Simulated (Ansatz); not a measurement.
Total energies of Nb3S6 from Ansatz at PBE0-D4/def2-TZVP, gas phase (1 Eh = 27.2114 eV = 2625.5 kJ/mol). The reference geometry is relaxed at r2SCAN-D4/def2-SVP.

Cartesian coordinates in Å:
```
Nb -1.0143 -0.5875 0.4463
Nb 1.2633 -0.5454 -1.3331
Nb 0.7456 1.7110 0.4504
S -2.7669 -1.6093 1.2128
S 0.4926 0.3764 2.2582
S 1.0527 -2.0643 0.3302
S 2.5269 1.4720 -1.1222
S -0.8696 -0.5998 -2.0879
S -1.4304 1.8468 -0.1547
```

```csv
state,geometry,energy (Eh)
charge 0 doublet,reference,-2559.77063
charge 0 quartet,relaxed at r2SCAN-D4/def2-SVP,-2559.74152
free Nb atom (sextet),–,-56.81952
free S atom (triplet),–,-397.97371
```

In the def2 sets Nb takes a core potential; there is no spin–orbit coupling.

Task: Which of the charge 0 states is lowest, and how far above it are the others?

Result: The doublet. quartet: -2559.74152 − (-2559.77063) = 0.02911 Eh = 76.4 kJ/mol.

Task: What is the binding energy per atom against free atoms?

Result: Atoms: 3 × (-56.81952) + 6 × (-397.97371) = -2558.30082 Eh. Binding: -2558.30082 − (-2559.77063) = 1.46981 Eh = 40.00 eV, or 4.44 eV for each of 9 atoms (no zero-point energy, no counterpoise term).
